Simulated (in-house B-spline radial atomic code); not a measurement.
A fraction x of an electron is added to 5s in neutral ruthenium, starting from [Kr] 4d7 5s1 and keeping the highest spin. Method: scalar-relativistic (X2C) TPSS, spin-polarised, spherical fractional occupations, Fermi nucleus of rms radius 4.4809 fm. Calculated with an all-electron radial atomic-structure program (B-spline basis).

| x | E(x) - E(0) (eV) | 5s down level (eV) |
| --- | --- | --- |
| 0 | 0.0000 | - |
| 0.1 | -0.2757 | -2.499 |
| 0.2 | ? | ? |
| 0.3 | -0.6806 | -1.571 |
| 0.4 | ? | ? |
| 0.5 | -0.9105 | -0.739 |
| 0.6 | -0.9645 | -0.345 |

Q: What belongs in the row x = 0.2?

A: An energy change of -0.5013 eV; 5s down at -2.019 eV.

Q: What belongs in the row x = 0.4?

A: An energy change of -0.8163 eV; 5s down at -1.147 eV.

Q: Up to what added charge does this functional bind the extra electron?

A: The highest level rises by about 4.9 eV per electron near x = 0.6 and would reach zero near x = 0.65, so a whole extra electron isn't bound at the basis-set limit.
